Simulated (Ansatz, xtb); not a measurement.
**Two isomers of C4H7FOS2**

We compare a, `CSCC(=S)OCF`, a singlet, with b, `CS[C@H](F)C(=S)CO`, a singlet. Both are isolated molecules in the gas phase, relaxed with PBE0-D3(BJ)/def2-SVP, each in the lowest conformer that the search found.

Quicker runs give these differences E(b) − E(a): GFN2-xTB +57.9 kJ/mol; HF/STO-3G +74.8 kJ/mol (at GFN2-xTB geometries); r2SCAN-D4/def2-SVP +41.1 kJ/mol (at GFN2-xTB geometries).

Task: Estimate E(b) − E(a) at the level CCSD(T)/def2-SVP + ΔMP2/def2-TZVPP.

Result: Calculated at CCSD(T)/def2-SVP + ΔMP2/def2-TZVPP: E(b) − E(a) = +30.1 kJ/mol, so structure a lies lower.

Level by level:

```tsv
level	geometry	E(b) − E(a) (kJ/mol)	departure from the last row (kJ/mol)	job, with rough time for the two
GFN2-xTB	GFN2-xTB	+57.9	+27.8	optimisation, 0.23 s
HF/STO-3G	GFN2-xTB	+74.8	+44.7	single point, 0.4 s
r2SCAN-D4/def2-SVP	GFN2-xTB	+41.1	+10.9	single point, 4 s
PBE0-D3(BJ)/def2-SVP	PBE0-D3(BJ)/def2-SVP	+39.5	+9.4	optimisation, 62 s
HF/def2-SVP	PBE0-D3(BJ)/def2-SVP	+56.5	+26.4	part of the CCSD(T) run
MP2/def2-SVP	PBE0-D3(BJ)/def2-SVP	+41.1	+11.0	part of the CCSD(T) run
CCSD(T)/def2-SVP	PBE0-D3(BJ)/def2-SVP	+40.3	+10.2	single point
CCSD(T)/def2-SVP + ΔMP2/def2-TZVPP	PBE0-D3(BJ)/def2-SVP	+30.1		single point, 1.8 min
```

As drawn, b has 1 C–C, 1 O–H in place of 1 C–O, 1 C–H.

The levels shown agree on the order. The largest departure from CCSD(T)/def2-SVP + ΔMP2/def2-TZVPP is that of HF/STO-3G, 44.7 kJ/mol. The last row adds to CCSD(T) the change of the MP2 difference between the two basis sets, here −10.2 kJ/mol.

With thermal terms from frequencies at re-optimised GFN2-xTB minima (ideal gas, soft modes damped towards free rotors, one conformer each, 298.15 K, 1 atm): on the last row, ΔE + ΔZPE = +25.0, ΔH = +26.2, ΔG = +24.8 kJ/mol.

The correlated steps freeze 16 core orbitals. Mirror images aren't counted in ΔG. Programs: Ansatz 0.2.0, xtb 6.7.1; the last row on 4 threads of Arm Neoverse V2 on a shared host.
